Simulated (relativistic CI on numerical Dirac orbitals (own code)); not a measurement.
Method of calculation: Dirac-Coulomb-Breit CI, separate exchange-only KLI orbitals for each configuration, model QED (radiative potential, 1s self-energy scaled to tabulated hydrogen-like ionisation energies), unscaled Slater integrals (own radial code, finite nucleus).

The strongest absorption lines from the ground level of an ion, among the configurations computed and to levels below about 1050 eV (vacuum wavelength in Å, gf): 12.913 (0.0051), 20.001 (0.0063), 20.213 (0.025), 20.721 (0.0048), 24.603 (0.81), 24.664 (1.4), 25.792 (0.63), 27.158 (0.16).

Q: Which ion is it?
A. Re52+
B. Yb47+
C. Hg57+
D. Th67+

A: C. Hg57+ has 23 electrons and the ground level 3s²3p⁶3d⁵ ²D5/2; the strongest line goes to 3s²3p⁵3d⁶ ²D°5/2. The pattern of lines fixes the number of electrons, and along that sequence the line energies rise steadily with the charge (about as its square where n changes within one kind of shell, about linearly where n is kept but much faster in heavy ions where fine structure, which grows about as Z⁴, sets the gap, and irregularly where shells cross), which fixes Z. Configurations outside the model, such as inner-shell arrays, can give stronger lines. At this charge energies of transitions that change n are usually good to better than 1 %, and those within a shell (Δn = 0) to a few per cent.

LS names give the leading component of a level, which can be under half, so a name can repeat, a term be missing and a line seem to break the LS rules.
